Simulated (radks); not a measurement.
Results of a calculation; reference values are marked as such.
Problem. Radial electron density D(r) = 4 pi r^2 rho(r) of an atom or ion with 52 electrons. Level of theory: Dirac Kohn-Sham, BLYP, spin-unpolarised, spherical densities, point nucleus (a radial shooting solver on a logarithmic mesh with Libxc functionals).

```
   r/bohr * D(r) (the largest magnitude, 95.3, reaches the edge; | marks zero)
0.0008933 |*
  0.00104 | *
 0.001201 | *
 0.001398 | *
 0.001615 |  *
  0.00188 |   *
 0.002171 |    *
 0.002527 |     *
 0.002919 |       *
 0.003398 |         *
 0.003924 |           *
 0.004568 |              *
 0.005276 |                 *
 0.006142 |                     *
 0.007093 |                        *
 0.008258 |                             *
 0.009537 |                                *
   0.0111 |                                    *
  0.01282 |                                       *
  0.01493 |                                         *
  0.01724 |                                          *
  0.02007 |                                          *
  0.02318 |                                        *
  0.02698 |                                       *
  0.03116 |                                     *
  0.03628 |                                     *
  0.04189 |                                      *
  0.04877 |                                          *
  0.05632 |                                               *
  0.06557 |                                                   *
  0.07573 |                                                      *
  0.08816 |                                                     *
   0.1018 |                                                 *
   0.1185 |                                           *
   0.1369 |                                        *
   0.1594 |                                        *
    0.184 |                                           *
   0.2142 |                                              *
   0.2474 |                                             *
    0.288 |                                      *
   0.3327 |                            *
   0.3873 |                   *
   0.4473 |               *
   0.5207 |                *
   0.6013 |                  *
      0.7 |                 *
   0.8085 |              *
   0.9412 |         *
    1.087 |      *
    1.265 |    *
    1.461 |   *
    1.701 |  *
    1.965 | *
    2.287 |*
    2.642 |*
    3.075 *
    3.552 *
    4.135 *
    4.775 *
    5.559 *
     6.42 *
    7.474 *
```

What is the nuclear charge?

Solution. Z = 56. The innermost maximum, from 1s, lies near gamma/Z bohr with gamma = sqrt(1 - (Z/c)^2) = 0.913, here 0.0163 bohr (found: 0.0179), and its height grows with Z. The density is that of the barium ion Ba4+ in [Kr] 4d10 5s2 5p3.5 6s0.5; the configuration itself is not fixed sharply by these data, and Z only to a few units. D(r) has 4 maxima, at r = 0.0179, 0.0788, 0.225, 0.626 bohr, and minima at 0.0349, 0.148, 0.462 bohr, inside which lie 2.02, 11.23, 28.97 electrons.
